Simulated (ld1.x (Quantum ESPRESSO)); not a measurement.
## Which change was made? (S, TM)

ld1.x (Quantum ESPRESSO) 7.5 input, shortened:

```
&input
   title='S', zed=16., rel=1, dft='PBE', iswitch=3,
   config='[Ne] 3s2 3p4'
 /
 &inputp
   pseudotype=2, tm=.true., lloc=-1, rcloc=1.50,
   nlcc=.true., rcore=1.20
 /
2
3S  1  0   2.00   0.00  1.50  1.50  0.0
3P  2  1   4.00   0.00  1.45  1.45  0.0
 &test
   configts(1)='3s2 3p4'
 /
```

Cutoffs, loose and tight: the cutoffs (Ry, on a coarse ladder) from which the occupation-weighted sum of valence levels, in a spherical-Bessel basis at the reference potential, stays within 10 and 1 mRy of its value at 400 Ry. They do not see the model core or the augmentation charge, which bear on the density cutoff. Test errors are all-electron minus pseudo excitation energies from the reference, over the configurations 3s2 3p3; 3s2 3p2; 3s2 3p1; 3s2 3p0; 3s1 3p5; 3s2 3p3.5; 3s0 3p6; variants that change the core or the reference have their own tests.

The base gives: outcome: generated; cutoff, loose: 35 Ry; cutoff, tight: 60 Ry; bound ghosts: none; largest test error (meV): +178.

After one change the result is: outcome: generated; cutoff, loose: 30 Ry; cutoff, tight: 55 Ry; bound ghosts: none; largest test error (meV): +150. Which change was it?
A. wave 3p (bound): rc 1.45 bohr becomes 3p (bound): rc 1.14 bohr
B. wave 3p (bound): rc 1.45 bohr becomes 3p (bound): rc 0.92 bohr
C. wave 3p (bound): rc 1.45 bohr becomes 3p (bound): rc 1.32 bohr
D. wave 3p (bound): rc 1.45 bohr becomes 3p (bound): rc 1.98 bohr

D. The others give: wave 3p (bound): rc 1.45 bohr becomes 3p (bound): rc 0.92 bohr → outcome: generated; cutoff, loose: 300 Ry; cutoff, tight: over 300 Ry; bound ghosts: p; largest test error (meV): +207 | wave 3p (bound): rc 1.45 bohr becomes 3p (bound): rc 1.14 bohr → outcome: generated; cutoff, loose: 80 Ry; cutoff, tight: 140 Ry; bound ghosts: none; largest test error (meV): +131 | wave 3p (bound): rc 1.45 bohr becomes 3p (bound): rc 1.32 bohr → outcome: generated; cutoff, loose: 45 Ry; cutoff, tight: 70 Ry; bound ghosts: none; largest test error (meV): +164.
